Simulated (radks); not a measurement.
Results of a calculation; reference values are marked as such.
Task: Radial electron density D(r) = 4 pi r^2 rho(r) of an atom or ion with 5 electrons. Level of theory: Dirac Kohn-Sham, LDA (Slater exchange, Perdew-Wang correlation), spin-unpolarised, spherical densities, finite nucleus; Fermi nuclear charge, rms radius of each element as measured or else 0.836 A^(1/3) + 0.57 fm (a radial shooting solver on a logarithmic mesh with Libxc functionals).

| r (bohr) | D(r) (e/bohr) |
|---|---|
| 0.001133 | 4.136 |
| 0.001267 | 4.973 |
| 0.001406 | 5.891 |
| 0.00156 | 6.965 |
| 0.001745 | 8.323 |
| 0.001936 | 9.795 |
| 0.002165 | 11.64 |
| 0.002403 | 13.62 |
| 0.002666 | 15.89 |
| 0.002982 | 18.68 |
| 0.003309 | 21.62 |
| 0.003701 | 25.18 |
| 0.004107 | 28.85 |
| 0.004557 | 32.89 |
| 0.005097 | 37.61 |
| 0.005656 | 42.29 |
| 0.006326 | 47.59 |
| 0.007019 | 52.63 |
| 0.007788 | 57.66 |
| 0.008711 | 62.86 |
| 0.009666 | 67.30 |
| 0.01081 | 71.37 |
| 0.012 | 74.25 |
| 0.01331 | 76.01 |
| 0.01489 | 76.42 |
| 0.01652 | 75.26 |
| 0.01848 | 72.30 |
| 0.0205 | 68.03 |
| 0.02275 | 62.53 |
| 0.02545 | 55.67 |
| 0.02824 | 48.95 |
| 0.03133 | 42.53 |
| 0.03505 | 36.62 |
| 0.03889 | 32.59 |
| 0.04349 | 30.18 |
| 0.04826 | 29.71 |
| 0.05355 | 30.62 |
| 0.0599 | 32.43 |
| 0.06646 | 34.02 |
| 0.07434 | 34.72 |
| 0.08249 | 33.79 |
| 0.09153 | 31.11 |
| 0.1024 | 26.48 |
| 0.1136 | 21.16 |
| 0.1271 | 15.20 |
| 0.141 | 10.21 |
| 0.1564 | 6.232 |
| 0.175 | 3.253 |
| 0.1942 | 1.576 |
| 0.2172 | 0.6254 |
| 0.241 | 0.2285 |
| 0.2674 | 0.07133 |
| 0.2991 | 0.01674 |
| 0.3318 | 0.003561 |
| 0.3712 | 0.0005284 |

What is the nuclear charge?

Result: Z = 61. The innermost maximum, from 1s, lies near gamma/Z bohr with gamma = sqrt(1 - (Z/c)^2) = 0.895, here 0.0147 bohr (found: 0.0145), and its height grows with Z. The density is that of the promethium ion Pm56+ in [He] 2s2 2p1; the configuration itself is not fixed sharply by these data, and Z only to a few units. D(r) has 2 maxima, at r = 0.0145, 0.0737 bohr, and minima at 0.0471 bohr, inside which lie 2.25 electrons.
